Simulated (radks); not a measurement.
Calculated with a radial shooting solver on a logarithmic mesh with Libxc functionals: scalar-relativistic Kohn-Sham, LB94 model potential, spin-polarised, spherical densities, finite nucleus; open shells are filled with parallel spins first; Fermi nuclear charge, rms radius of each element as measured or else 0.836 A^(1/3) + 0.57 fm. Response by self-consistent Sternheimer equations with the Hartree and adiabatic LDA kernel, the relativistic mass of each level held fixed and spin-orbit coupling left out. For heavy and open-shell atoms this level of theory can miss by tens of per cent. Rank Mn6+, Sc2+, Cr5+, K, Fe7+, Ti3+, V4+, Ca+, Co8+ (NIST ground configurations) by static dipole polarisability, largest first.

Answer. K 181.0, Ca+ 58.19, Sc2+ 4.275, Ti3+ 2.260, V4+ 1.450, Cr5+ 1.016, Mn6+ 0.7493, Fe7+ 0.5723, Co8+ 0.4487 bohr^3.
